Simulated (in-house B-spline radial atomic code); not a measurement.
The silver ion Ag⁸⁺: [Kr] 4d2 6g1 (an excited or competing configuration)

Method: Dirac-Hartree-Fock, average of configuration, Fermi nucleus of rms radius 4.5454 fm. Calculated with a B-spline radial code for spherical atoms.

Effective charges: Z_r = [3n² - l(l+1)]/(2<r>) from the radius, Z_e = n√(-2ε) from the energy, and Slater's rules. Values are occupation-weighted means over j. An effective charge above Z reflects the relativistic contraction of the inner shells.

```json
{"shell": "1s", "electrons": "2", "ε (eV)": "-25834", "<r> (bohr)": "0.0311", "Z_r": "48.23", "Z_e": "43.57", "Slater": "46.70"}
{"shell": "2s", "electrons": "2", "ε (eV)": "-4034.4", "<r> (bohr)": "0.1343", "Z_r": "44.68", "Z_e": "34.44", "Slater": "42.85"}
{"shell": "2p", "electrons": "6", "ε (eV)": "-3632.1", "<r> (bohr)": "0.1175", "Z_r": "42.54", "Z_e": "32.68", "Slater": "42.85"}
{"shell": "3s", "electrons": "2", "ε (eV)": "-911.89", "<r> (bohr)": "0.3653", "Z_r": "36.95", "Z_e": "24.56", "Slater": "35.75"}
{"shell": "3p", "electrons": "6", "ε (eV)": "-775.93", "<r> (bohr)": "0.3644", "Z_r": "34.31", "Z_e": "22.66", "Slater": "35.75"}
{"shell": "3d", "electrons": "10", "ε (eV)": "-560.41", "<r> (bohr)": "0.3435", "Z_r": "30.56", "Z_e": "19.25", "Slater": "25.85"}
{"shell": "4s", "electrons": "2", "ε (eV)": "-267.83", "<r> (bohr)": "0.8679", "Z_r": "27.65", "Z_e": "17.75", "Slater": "19.25"}
{"shell": "4p", "electrons": "6", "ε (eV)": "-221.4", "<r> (bohr)": "0.9217", "Z_r": "24.95", "Z_e": "16.14", "Slater": "19.25"}
{"shell": "4d", "electrons": "2", "ε (eV)": "-159.01", "<r> (bohr)": "1.034", "Z_r": "20.30", "Z_e": "13.67", "Slater": "10.65"}
{"shell": "6g", "electrons": "1", "ε (eV)": "-30.95", "<r> (bohr)": "4.79", "Z_r": "9.19", "Z_e": "9.05", "Slater": "-"}
```

The least bound orbital is 6g7/2 at -30.95 eV, and it is also the most diffuse (<r> = 4.79 bohr).

Spin-orbit splittings of the orbital energies (j = l + 1/2 above j = l - 1/2 when positive): 2p 176.2 eV, 3p 32.26 eV, 3d 6.41 eV, 4p 6.288 eV, 4d 0.9612 eV, 6g -0.0009112 eV.

For the 1s electron the small component carries 2.96 % of the norm, the zero-frequency Breit interaction raises the level by 55.59 eV, self-energy by 31.03 eV, and vacuum polarisation lowers it by 3.894 eV.
